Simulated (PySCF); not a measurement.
SMILES C(C)([Se]O)C at its PBE0/def2-SVP optimised geometry (Å):

```
13

Se    -0.3664    -1.8012     0.0000
C     -0.6175     0.1473     0.0000
C     -0.0143     0.7613    -1.2529
C     -0.0856     0.7706     1.2799
H     -1.7199     0.2271    -0.0279
H     -0.1405     1.8569    -1.2473
H      1.0634     0.5408    -1.2999
H     -0.4818     0.3618    -2.1641
H     -0.5745     0.3515     2.1715
H     -0.2455     1.8617     1.2768
H      0.9990     0.5976     1.3660
O      1.4510    -1.8012     0.0000
H      1.7199    -1.8617     0.9252
```

Level of theory: PBE0/def2-TZVP in PySCF. Cells within 0.4 Å of a nucleus heavier than hydrogen are left out (blank, or x).

Map of the Laplacian of the electron density (e/bohr⁵), clipped to [-1.50, 1.50] on the plane z = 0.0 Å:

```
|55555555555555555555555555555|
|55555555555555555555555555555|
|55555555555555555555555555555|
|55555555555555555555555555555|
|55555555555555555555555555555|
|55555555555555555555555555555|
|55555555555555555555555555555|
|55555555555555555555555555555|
|55555555555555555555555555555|
|55555555555555555555555555555|
|55555555555555555555555555555|
|55555555555555555555555555555|
|55555555444574555555555555555|
|55555554011xxx555555555555555|
|55555555132xxx555555555555555|
|55555555554443555555555555555|
|55555555555444555555555555555|
|55555555555544555555555555555|
|55555555555599755566665555555|
|5555555555599x98563x265555555|
|555555555569xxx955xxx66555555|
|555555555569xx9955xxx66555555|
|55555555555999965653565555555|
|55555555555556555566655555555|
|55555555555555555555555555555|
|55555555555555555555555555555|
|55555555555555555555555555555|
|55555555555555555555555555555|
|55555555555555555555555555555|
```
Scale: ten equal steps from -1.50 (start of '0') to 1.50 (end of '9'), in the order '0123456789'; x runs from -4.00 to 4.00, y from -4.00 (bottom) to 4.00 (top).
